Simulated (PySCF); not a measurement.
# `C(=C=CC)(C)C#N`, C₆H₇N

Cartesian coordinates in Å; atom numbers follow the order of the lines, from 1:
```xyz
14

C     2.256   -0.360    0.366
C     1.090   -0.405   -0.576
C    -0.146   -0.117   -0.269
C    -1.396    0.173    0.049
C    -2.396   -0.839    0.550
C    -1.844    1.531   -0.089
N    -2.240    2.617   -0.187
H     2.741   -1.348    0.427
H     1.949   -0.057    1.375
H     3.014    0.351    0.002
H     1.294   -0.699   -1.615
H    -2.763   -0.557    1.549
H    -1.936   -1.834    0.609
H    -3.266   -0.888   -0.123
```

The calculation used TDDFT CAM-B3LYP/def2-TZVPD circular dichroism and optical rotation, one conformer, gas phase in PySCF. Geometry: PBE0-D3(BJ)/def2-SVP.

No stereocentre is labelled: unless the shape is locked (an allene, a helicene, a hindered biaryl), the mirror image is equally populated and a measured rotation or CD is zero.

(1) Give the optical rotatory dispersion at 633, 589.3, 546, 436, 405, 365, 355 nm.

(2) And for the mirror image at 589.3 nm?

(3) What is the molar rotation [Φ] = [α]·M/100 of the geometry above at 589.3 nm?

Answers

(1) [α] in deg dm⁻¹ (g/mL)⁻¹:
```tsv
λ (nm)	origin-invariant length gauge	modified velocity gauge	length gauge (centre of mass)	isotropic polarisability (au)
633	+96.7	+96.6	+96.3	87.0
589.3	+114.0	+113.9	+113.6	87.5
546	+136.5	+136.4	+136.0	88.2
436	+240.2	+240.1	+239.3	90.9
405	+293.7	+293.5	+292.6	92.2
365	+397.7	+397.5	+396.2	94.6
355	+433.4	+433.2	+431.7	95.4
```

(2) -114.0 deg dm⁻¹ (g/mL)⁻¹ (origin-invariant length gauge): the same size and the opposite sign.

(3) With M = 93.13 g/mol, +106.2 deg cm² dmol⁻¹ (origin-invariant length gauge).

The first excitation lies at 5.33 eV (233 nm) with R = +0.9 × 10⁻⁴⁰ esu² cm² (velocity form).
